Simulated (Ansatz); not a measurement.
Basis-set series for `NB(F)Cl`. Charge 0, multiplicity 1. All single points use the PBE0-D4/def2-TZVP geometry. It is one conformer, not always the lowest.

```csv
functional,basis,functions,energy (Eh),HOMO (eV),LUMO (eV)
PBE0-D4,def2-SVP,70,-640.38364,-8.35,1.44
PBE0-D4,def2-TZVPP,163,-640.75592,-8.57,0.70
ωB97M-V,def2-SVP,70,-640.64675,-10.65,3.26
ωB97M-V,def2-TZVPP,163,-641.02228,-10.90,1.98
```

(1) Give the rows for def2-QZVPP. (Estimate.)

Answers

(1) The calculation gave: 
| functional | basis | functions | energy (Eh) | HOMO (eV) | LUMO (eV) |
| --- | --- | --- | --- | --- | --- |
| PBE0-D4 | def2-QZVPP | 301 | -640.77940 | -8.62 | 0.46 |
| ωB97M-V | def2-QZVPP | 301 | -641.04444 | -10.94 | 1.63 |

Positive LUMOs are unbound and depend on the basis.

Results of the Gaussian-basis code of Ansatz.
